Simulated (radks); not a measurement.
All-electron atom: the calcium ion Ca4+ in [Ne] 3p4 4f2 (not the ground configuration). All-electron calculation, non-relativistic Kohn-Sham, PBE, spin-polarised, spherical densities, point nucleus; open shells are filled with parallel spins first. Program: a radial shooting solver on a logarithmic mesh with Libxc functionals.

Local quantities along the radius. ELF = 1/(1 + alpha^2) is the electron localisation function; alpha = (tau - tau_W)/tau_unif compares the Pauli kinetic energy density with that of the uniform gas (summed over spins); s = |grad rho|/(2 (3 pi^2)^(1/3) rho^(4/3)) is the reduced gradient; 4 pi r^2 rho is in e/bohr.

r (bohr)    ELF    alpha       s  4 pi r^2 rho
0.004819  1.000  0.01408  0.3962         1.270
0.006275  1.000  0.01523  0.4037         2.031
0.008106  1.000  0.01681  0.4134         3.150
0.01056   1.000  0.01920  0.4266         4.843
0.01374   0.999  0.02283  0.4444         7.231
0.01775   0.999  0.02840  0.4674         10.29
0.02312   0.999  0.03806  0.4996         14.10
0.0301    0.997  0.05570  0.5435         18.15
0.0392    0.992  0.09116  0.6031         21.58
0.05063   0.973   0.1670  0.6786         23.25
0.06593   0.887   0.3569  0.7670         22.52
0.08585   0.601   0.8155  0.8153         19.81
0.1118    0.301    1.524  0.6945         17.32
0.1444    0.295    1.546  0.4248         17.64
0.188     0.554   0.8981  0.3036         21.04
0.2448    0.786   0.5212  0.3871         23.93
0.3188    0.849   0.4217  0.5751         21.76
0.4118    0.756   0.5681  0.8490         14.74
0.5363    0.279    1.606   1.095         7.556
0.6983    0.135    2.530  0.6526         4.719
0.902     0.463    1.076  0.4529         4.733
1.175     0.585   0.8420  0.7859         3.980
1.529     0.219    1.889   1.236         2.170
1.991     0.042    4.755   1.123         1.077
2.572     0.047    4.525  0.7443        0.8429
3.35      0.048    4.438   1.239        0.6117
4.362     0.021    6.823   2.515        0.2443
5.68      0.003    17.67   6.017       0.04500
7.337     0.000    86.26   19.12      0.003229

On this mesh the ELF has minima near r = 0.13, 0.70 bohr, which separate the shells, and maxima near 0.32 (0.85), 1.0 (0.60).
